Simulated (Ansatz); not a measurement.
This geometry of CH5BFGeNO (11 atoms, charge 0, multiplicity 1) is a first-order saddle point.

These are results of RKS PBE/def2-SVP in Ansatz 0.2.0, not measurements.

```xyz
11
Properties=species:S:1:pos:R:3
N -2.215 0.025 0.524
B -1.143 0.215 -0.350
O -0.630 1.314 -0.934
Ge 0.550 -0.627 -1.225
C 1.925 -0.472 0.254
F 1.413 -0.873 1.485
H -2.404 -0.871 0.967
H -2.798 0.795 0.856
H 0.293 0.910 -1.894
H 2.837 -1.070 0.022
H 2.235 0.599 0.314
```

Task: Which two structures does it join? (They come from a converged band through this point; their orientation in space is the band's.)

Result: Bonds broken: O3–Ge4, Ge4–H9. Bonds formed: O3–H9.

Initial state:

```xyz
11
Properties=species:S:1:pos:R:3
N -2.572 0.073 0.424
B -1.292 0.358 -0.060
O -0.463 1.377 -0.240
Ge 0.434 -0.324 -0.881
C 2.083 -0.357 0.242
F 1.785 -0.808 1.519
H -2.951 -0.871 0.458
H -3.174 0.797 0.820
H 0.871 0.035 -2.339
H 2.854 -1.014 -0.222
H 2.491 0.677 0.299
```

Final state:

```xyz
11
Properties=species:S:1:pos:R:3
N -1.926 -0.101 0.205
B -0.792 0.195 -0.586
O -0.553 1.436 -1.143
Ge 0.736 -1.187 -1.165
C 1.937 -0.626 0.367
F 1.436 0.260 1.322
H -2.087 -1.012 0.632
H -2.616 0.598 0.495
H -1.212 2.114 -0.896
H 2.287 -1.554 0.885
H 2.855 -0.181 -0.096
```

Task: How far does it lie above each of them?

Result: 1.56 eV above the first and 1.05 eV above the second. This is the barrier of this one path; another mechanism may lie lower. The orbitals stay closed-shell, which can raise the energy where a bond breaks towards radicals; this wasn't checked here.

Run time: 2.8 min on 2 threads of AMD EPYC 9R45 96-Core Processor (Zen 5), with other jobs on the host, peak memory 0.2 GiB.
